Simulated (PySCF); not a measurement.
# Broadened absorption spectrum of B5H9S

Compound: B₅H₉S.
Z-matrix (Å and degrees, PBE0-D3(BJ)/def2-SVP geometry), rows numbered from 1:
```
B 
B   1  1.7866
B   2  1.6990  1   58.64
B   3  1.6999  1   63.75  2  -112.61
B   3  1.7100  1   95.97  2   -56.50
H   1  1.1978  2  134.80  3   118.61
H   2  1.1979  1  134.50  3  -119.74
S   3  1.8513  1  133.32  2   120.91
H   8  1.3486  3   96.26  1    62.70
H   4  1.1984  1  134.44  3   118.70
H   5  1.1975  2  134.53  3  -117.45
H   1  1.3502  2   49.05  3  -167.64
H   5  1.3488  2   48.53  3   169.27
H   5  1.3532  2  109.60  3    97.26
H   1  1.3507  2  110.09  3   -96.43
```

Level of theory: TDDFT B3LYP/def2-SVPD, vertical, gas phase, core orbitals frozen in the response (PySCF).

Broadening: Gaussians 0.4 eV wide at half height, area fixed by f = 4.319×10⁻⁹ ∫ε dν̃. The cross-section is σ = 3.8235×10⁻²¹ ε cm², given in Mb (10⁻¹⁸ cm²). The width is an assumption, not a result. The curve ends short of the highest state used, and states not computed would add to its high-energy end.

```json
{"E (eV)": "4.30", "σ (Mb)": "0.00"}
{"E (eV)": "4.38", "σ (Mb)": "0.02"}
{"E (eV)": "4.47", "σ (Mb)": "0.08"}
{"E (eV)": "4.55", "σ (Mb)": "0.24"}
{"E (eV)": "4.63", "σ (Mb)": "0.58"}
{"E (eV)": "4.72", "σ (Mb)": "1.27"}
{"E (eV)": "4.80", "σ (Mb)": "2.14"}
{"E (eV)": "4.88", "σ (Mb)": "3.15"}
{"E (eV)": "4.96", "σ (Mb)": "4.13"}
{"E (eV)": "5.05", "σ (Mb)": "4.95"}
{"E (eV)": "5.13", "σ (Mb)": "5.17"}
{"E (eV)": "5.21", "σ (Mb)": "4.81"}
{"E (eV)": "5.30", "σ (Mb)": "3.93"}
{"E (eV)": "5.38", "σ (Mb)": "3.04"}
{"E (eV)": "5.46", "σ (Mb)": "2.23"}
{"E (eV)": "5.54", "σ (Mb)": "1.57"}
{"E (eV)": "5.63", "σ (Mb)": "1.10"}
{"E (eV)": "5.71", "σ (Mb)": "1.05"}
{"E (eV)": "5.79", "σ (Mb)": "1.36"}
{"E (eV)": "5.88", "σ (Mb)": "1.88"}
{"E (eV)": "5.96", "σ (Mb)": "2.24"}
{"E (eV)": "6.04", "σ (Mb)": "2.49"}
{"E (eV)": "6.12", "σ (Mb)": "2.94"}
{"E (eV)": "6.21", "σ (Mb)": "4.21"}
```

Task: Where are the band maxima, and which computed states make them?

Result: 242 nm (5.12 eV), ε about 1400, made up of S1 (16%) and S2 (78%) (ε in L mol⁻¹ cm⁻¹; maxima over ε = 5, shares over 10%). At its high-energy end, 6.21 eV, the curve is still rising (ε about 1100, from S7 and S9). The states used: S1 4.90 eV (f 0.0075); S2 5.14 eV (f 0.016); S3 5.43 eV (f 0.0059); S4 5.95 eV (f 0.0045); S5 5.97 eV (f 0.0001); S6 5.98 eV (f 0.0032); S7 6.37 eV (f 0.016); S8 6.48 eV (f 0.0034); S9 6.67 eV (f 0.098); S10 6.81 eV (f 0.0077).

Task: Coming from long wavelengths, where does ε first pass 100 L mol⁻¹ cm⁻¹?

Result: At about 270 nm (4.59 eV), 0.31 eV below S1.

Task: On this curve, what absorbance would a 10⁻³ mol/L sample give at 222 nm over a 1 cm path?

Result: 222 nm is 5.585 eV, where ε is about 340 L mol⁻¹ cm⁻¹, so A = ε c l ≈ 0.34 (Beer–Lambert, with the gas-phase spectrum and the assumed width).

Task: What would ε be at 5.12 eV, the highest of these maxima, with half the width (0.2 eV)?

Result: About 2090 L mol⁻¹ cm⁻¹ against 1350, a factor of about 1.5; a lone state at its own centre would give exactly 2.

All these states lie below the vertical ionisation energy of 8.51 eV (ΔSCF).
